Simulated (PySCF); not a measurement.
# CoOF₂, sextet: structure and spectrum

Computed with UPBE0/[Co def2-TZVP, O def2-TZVP, F def2-TZVP], no relativity, density fitting, PySCF.

The structure is a minimum.

Coordinates in bohr (charge 0 multiplicity 6):
```
Co   -0.0104    0.0017    0.0000
O     3.2333   -0.5269    0.0000
F    -1.3372    0.2179   -2.9859
F    -1.3372    0.2179    2.9859
```

| Property | Result |
| --- | --- |
| Point group | C2v |
| Bond lengths | Co–F 1.733 Å (×2), Co–O 1.739 Å |
| Bond angles | F–Co–F 131.5°, F–Co–O 114.2° (×2) |
| Lowest empty level (β) | -5.68 eV |
| Principal polarisabilities | 16.6, 35.4, 40.9 bohr³ |
| Enthalpy at 298.15 K above 0 K | 15.81 kJ/mol |
| Spin squared ⟨S²⟩ | 8.768 |
| Rotational constants | 0.2494, 0.1777, 0.1038 cm⁻¹ |
| Highest occupied level (β) | -9.56 eV |
| Dipole moment | 0.00 D |
| Atomisation energy without zero-point energy | 1071 kJ/mol |
| Principal quadrupole moments (Buckingham, traceless) about the centre of mass | -7.31, -2.46, 9.77 D Å |
| Heat capacity Cp at 298.15 K | 68.0 J/(mol K) |
| Entropy at 298.15 K and 1 bar (electronic part: spin only) | 319.5 J/(mol K) |
| Rotational symmetry number | 2 |
| Zero-point energy | 15.0 kJ/mol |

Harmonic modes (masses in u: Co 58.933, O 15.995, F 18.998):
```tsv
symmetry	ω (cm⁻¹)	IR (km/mol)	type
b1	120	62.3	bend
a1	173	11.1	bend
b2	195	4.4	bend
a1	622	0.0	stretch
a1	664	73.7	stretch
b2	739	173	stretch
```

In C2v the vibrations span b1 + 3a1 + 2b2. Here b1 is antisymmetric to the molecular plane and b2 lies in it.

Charges (e):
| atom | Mulliken | Löwdin | polar tensor | spin (Mulliken) | Mayer order to Co1 |
| --- | --- | --- | --- | --- | --- |
| Co1 | 1.22 | 0.63 | 1.60 | 3.10 | – |
| O2 | -0.30 | -0.12 | -0.30 | 1.38 | 1.24 |
| F3,4 | -0.46 | -0.25 | -0.65 | 0.26 | 0.85 |

Mulliken populations on Co1: s 6.33, p 12.37, d 7.08, f 0.00.

Formally Co is in oxidation state +4, d5, with 5 unpaired electrons (the high-spin count). The Mulliken spin on Co is 3.10. The polar-tensor charge on Co, 1.60, is far below the formal one.

Only a few start shapes were tried, so a lower isomer may exist. With open d or f shells other occupations or spin states may lie lower.

The final relaxation and frequency run took 66 s on 4 threads of a shared Arm Neoverse V2 host, with 138 basis functions and 14 gradients; the process peaked at 1.5 GiB.
